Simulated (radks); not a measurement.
Initial-state core-level shifts of neutral thallium when its valence configuration changes from [Hg] 6p1. Calculated with a radial shooting solver on a logarithmic mesh with Libxc functionals: non-relativistic Kohn-Sham, PBE, spin-unpolarised, spherical densities, point nucleus; relativity is left out, which matters for an element this heavy. Shifts are changes of the shell-averaged eigenvalues in eV (positive: less bound); the change of the density at the nucleus, which sets a Mossbauer isomer shift, is in e/bohr^3, on a base of 3.818e+05.

valence                         3s       3p       5s       5p  density at nucleus
[Xe] 4f14 5d10 6s1 6p2      -1.407   -1.407   -1.414   -1.412              -19.02
[Xe] 4f14 5d8 6s2 6p3      -12.506  -12.514  -11.176  -10.770              +21.58
[Xe] 4f14 5d9.5 6s2 6p1.5   -3.120   -3.122   -2.846   -2.753               +5.28
[Xe] 4f12 5d9.5 6s2 6p3.5  -52.899  -52.817  -21.164  -19.533              +83.81
[Xe] 4f13 5d10 6s2 6p2     -24.331  -24.285   -9.125   -8.362              +38.07
[Xe] 4f13 5d8 6s2 6p4      -37.260  -37.225  -20.342  -19.143              +60.91
[Xe] 4f12 5d9 6s2 6p4      -56.230  -56.151  -23.991  -22.247              +89.78
[Xe] 4f12 5d9 6p6          -58.384  -58.304  -26.097  -24.335              +27.64
[Xe] 4f14 5d9 6s2 6p2       -6.238   -6.241   -5.651   -5.458              +10.63
